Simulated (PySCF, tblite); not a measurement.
A set of runs on `CCO[SiH2]O[C]1CC1` [radical]; the geometry of each is named by its level. Settings lines and outputs come from a driver script.

C₅H₁₁O₂Si (doublet state).
Bonds: C1–C2, C2–O3, O3–Si4, Si4–O5, O5–C6, C6–C7, C7–C8, C6–C8. Hydrogens: H9, H10, H11 on C1; H12, H13 on C2; H14, H15 on Si4; H16, H17 on C7; H18, H19 on C8.

Step 1: GFN2-xTB geometry optimisation, gas phase (tblite 0.8.0) (from a force-field or distance-geometry start)
```json
{"job": {"kind": "relax", "xc": "GFN2-xTB", "basis": "xTB"}, "charge": 0, "multiplicity": 2}
```
```
step      E/eV     max force
  0    -710.97200    3.084
  1    -711.42979    1.742
  2    -711.63963    1.108
...
170    -712.23733    0.019
171    -712.23738    0.016
172    -712.23742    0.013
173    -712.23745    0.015
174    -712.23746    0.007
```

Energy lowered by 29.2 kcal/mol over 174 steps; largest atomic force 0.007 eV/Å at the end. «max force» is the largest atomic force in eV/Å.

Step 2: GFN2-xTB harmonic vibrations, gas phase (tblite 0.8.0) (on the GFN2-xTB geometry)
```json
{"job": {"kind": "ir", "xc": "GFN2-xTB", "basis": "xTB"}, "charge": 0, "multiplicity": 2}
```
```
(table of modes left out)
```

51 modes from -40 to 3076 cm⁻¹ (unscaled, harmonic, a negative number standing for an imaginary wavenumber); zero-point energy 93.0 kcal/mol from the real modes; the lowest is imaginary at this level.

Step 3: UKS B3LYP, pcH-1 on C H O Si, non-relativistic, mean-field spin-orbit, GIAO (PySCF 2.14.0) (on the GFN2-xTB geometry)
```json
{"job": {"kind": "epr", "basis": "pcH-1"}, "charge": 0, "multiplicity": 2}
```
```
...
E = -637.08562619 Eh   <S^2> = 0.7526 (exact 0.7500)
g shifts (ppm)      1          2          3
  rmc          -186       -186       -186
  gc             -8          9         18
  oz_so         -35       1367       2011
  total        -229       1189       1843
hyperfine (MHz)  atom isotope    a_iso     a_fc   dipolar eigenvalues
    0   13C       0.15       0.15     -0.12     -0.08      0.20
    1   13C      -0.00      -0.00     -0.15     -0.12      0.27
    2   17O       1.16       1.16     -0.31     -0.10      0.40
    3  29Si     -16.61     -16.65     -6.65      2.94      3.70
    4   17O     -60.07     -60.07    -39.91     19.50     20.42
    5   13C     410.01     410.04    -68.96    -64.16    133.12
    6   13C       0.43       0.43     -6.05     -2.18      8.22
    7   13C       7.38       7.38     -7.04     -3.21     10.25
    8    1H      -0.02      -0.02     -0.43     -0.40      0.83
    9    1H      -0.02      -0.02     -0.39     -0.37      0.76
   10    1H      -0.03      -0.03     -0.25     -0.23      0.48
   11    1H       0.19       0.18     -0.48     -0.44      0.92
   12    1H       0.01       0.01     -0.54     -0.48      1.02
   13    1H      14.79      14.79     -2.16     -1.30      3.46
   14    1H      -0.45      -0.45     -2.01     -1.71      3.72
...
```

⟨S²⟩ 0.753; g_iso 2.0033. rmc, gc and oz_so are the mass-correction, gauge-correction and orbital-Zeeman/spin–orbit parts of the g shift along its three principal axes; a_iso is the isotropic hyperfine coupling and a_fc its Fermi-contact part. The log counts atoms from 0, this text from 1.

Task: Which step took the most CPU time, and about what did each take on an Arm Neoverse V2 with one thread (shared host)?

Result: Step 3, about 99 % of the total. CPU time by step: 1: 1.1 s, 2: 0.62 s, 3: 2.4 min.

Geometry of the electronic-property runs (GFN2-xTB):
```
atom  x, y, z in Å
C1    -3.668    0.375    0.552
C2    -2.645   -0.448   -0.218
O3    -1.375   -0.265    0.330
Si4    0.010   -0.029   -0.449
O5     0.989    0.141    0.831
C6     2.270    0.466    0.950
C7     3.319    0.490   -0.078
C8     3.420   -0.434    1.137
H9    -3.424    1.431    0.477
H10   -3.654    0.089    1.600
H11   -4.662    0.207    0.148
H12   -2.894   -1.515   -0.158
H13   -2.648   -0.161   -1.276
H14    0.408   -1.195   -1.246
H15   -0.011    1.168   -1.292
H16    4.004    1.324   -0.115
H17    3.106    0.059   -1.049
H18    4.166   -0.193    1.880
H19    3.278   -1.500    0.998
```

 GFN2-xTB frequencies show an imaginary mode (40i cm⁻¹), so this geometry is no minimum at that level. (This holds for the electronic-property runs.)

One conformer stands for the species.
